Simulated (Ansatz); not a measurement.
`C[CH2][AlH][AlH2]` + `N[SiH3]` → `[AlH2][NH][SiH3]` + `C[CH2][AlH2]` at 600 K and 1 bar (cleavage of the Al–Al bond).

Calculated with Ansatz (gas phase, PBE0-D4/def2-TZVP geometries, no zero-point term in ΔE). CCSD(T)/CBS adds triple-zeta CCSD(T) − MP2 to the extrapolated MP2 energy (def2 sets, frozen cores). This one scheme is used for every species. One conformer a species, not always the lowest.

```
            species  CCSD(T)/CBS energy (Eh)  H − E (kJ/mol)  S (J/(mol·K))
`C[CH2][AlH][AlH2]`               -564.91212           290.8          477.9
          `N[SiH3]`               -346.80422           170.6          320.8
 `[AlH2][NH][SiH3]`               -589.44550           197.8          395.5
     `C[CH2][AlH2]`               -322.31200           254.0          384.9
```

H − E and S are ideal-gas, rigid-rotor, harmonic terms from PBE0-D4/def2-TZVP, for one conformer and one mirror image of each species. 1 Eh = 2625.50 kJ/mol, R = 8.31446 J/(mol·K).

Question: By hand: ΔE, ΔH, ΔS and ΔG.

Answer: ΔE = (-589.44550) + (-322.31200) − (-564.91212) − (-346.80422) = -0.04116 Eh = -108.1 kJ/mol. Δ(H − E) = 197.8 + 254.0 − 290.8 − 170.6 = -9.6, so ΔH = -117.7 kJ/mol. ΔS = 395.5 + 384.9 − 477.9 − 320.8 = -18.3 J/(mol·K). ΔG = -117.7 − 600 × (-18.3)/1000 = -106.7 kJ/mol.

Question: By hand: the equilibrium constant, and the temperature at which ΔG would vanish if ΔH and ΔS stayed fixed.

Answer: log₁₀ K = −ΔG/(RT ln 10) = 9.3. ΔG = 0 at ΔH/ΔS = 6432 K, far beyond where these terms or the molecules hold.

ΔH outweighs TΔS. A doubt of 5 kJ/mol in ΔE shifts log₁₀ K by 0.4 here. Other conformers and mirror images would add mixing entropy, several J/(mol·K) or more a flexible species. Modes under 60 cm⁻¹, often nearly free rotors, make the harmonic entropy too high. These are equilibria of isolated gas molecules and say nothing of rates. Largest T1 diagnostic: 0.011 (customary marks: 0.02 for closed shells, 0.045 for open ones).
